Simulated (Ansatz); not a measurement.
Compare A (`C=[C](F)[SnH2][CH3]`) with its isomer B (`C[CH](C)[Sn][F]`).

Program: Ansatz. Geometries: PBE0-D4/def2-TZVP. ΔE: electronic, gas phase. CBS: MP2 limit from def2 TZ/QZ plus the TZ coupled-cluster correction, frozen cores. Functionals use def2-TZVPP. Elements past krypton have def2 core potentials. For Sn outer-core shells are correlated without core-valence functions, which leaves a few kJ/mol of doubt a bond. One conformer a species, not always the lowest.

A:

```xyz
12

C     0.9386    1.4134    1.1867
C     1.3249    0.2159    0.7792
F     2.5367   -0.2462    1.1622
Sn    0.1961   -1.1188   -0.4680
C    -1.6542   -0.1470   -0.9075
H     1.5688    2.0308    1.8186
H    -0.0281    1.7974    0.8887
H     1.0956   -1.4291   -1.8868
H    -0.0478   -2.5808    0.3811
H    -2.1948    0.0577    0.0167
H    -2.2697   -0.7849   -1.5417
H    -1.4661    0.7917   -1.4290
```

B:

Z-matrix (Å, degrees):
```
C
C 1 1.523
H 1 1.095 2 112.7
H 1 1.094 2 111.0 3 -120.9
H 1 1.097 2 111.1 3 119.8
C 2 1.523 1 111.7 3 -177.1
Sn 2 2.201 1 109.2 3 62.3
H 2 1.097 1 109.6 3 -55.5
H 6 1.097 2 111.1 1 57.5
H 6 1.094 2 111.0 1 -61.8
H 6 1.095 2 112.7 1 177.3
F 7 1.956 2 91.9 1 60.6
```

(1) Which is lower in electronic energy at CCSD(T)/CBS, and by how much? (Estimate.)

(2) Give E(B) − E(A) in kJ/mol with HF/def2-TZVPP, CCSD(T)/def2-TZVPP, PBE-D4, CCSD/def2-TZVPP, PBE0-D4, r2SCAN-D4, MP2/def2-TZVPP. (Best estimate.)

Largest T1 diagnostic: 0.014.

## Answers

(1) The calculation gave: B, by 230.5 kJ/mol.

(2) Ansatz gave: HF/def2-TZVPP -210.3, CCSD(T)/def2-TZVPP -215.6, PBE-D4 -234.5, CCSD/def2-TZVPP -219.0, PBE0-D4 -231.5, r2SCAN-D4 -227.5, MP2/def2-TZVPP -238.2. None reverses the order clearly.

The D4 term adds −5.7 kJ/mol with B3LYP and −2.7 kJ/mol with PBE0; it sums over pairs of atoms, weighted by their polarisabilities, and B3LYP, whose exchange is more repulsive, gets the larger term. In def2-TZVPP, CCSD(T) changes the Hartree–Fock value by −5.3 kJ/mol (the triples alone add +3.3 kJ/mol) and MP2 by −27.9 kJ/mol.

B3LYP here is the variant with VWN-RPA as its local correlation; programs differ in this.
